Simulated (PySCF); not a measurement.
Exercise with solution: oscillator strength and radiative lifetime

CH₁₀FNSi₃, SMILES C[SiH2][Si@@H](N)[SiH2]F.

Geometry optimised at PBE-D3(BJ)/def2-SVP. The structure was generated by enumeration; whether it is a known compound was not checked. The values are those of a single conformer.

TDA-PBE/def2-SVPD run with PySCF 2.14.0 puts the first singlet state with f over 0.02 at 5.17 eV (vertical), with the transition dipole (0.552, -0.102, 0.356) in atomic units.

Problem. Find the oscillator strength, the wavelength and the radiative lifetime that this transition would have in vacuum if emission retraced absorption.

Solution. 
|μ|² = 0.4418 au, so |μ| = 1.69 D. ΔE = 5.17/27.211 = 0.1900 hartree. f = (2/3) ΔE |μ|² = 0.056 (the program prints 0.056).
λ = 1239.84/5.17 = 240 nm; ν = 41699 cm⁻¹.
Einstein's coefficient A = 0.6670 ν² f s⁻¹ (ν in cm⁻¹) = 6.5e7 s⁻¹, so τ = 1/A = 15 ns. This state is S2; the lower singlet has f = 0.005. The figure is the radiative limit of this one transition; relaxation, internal conversion, crossing to triplets and a medium change what is measured.
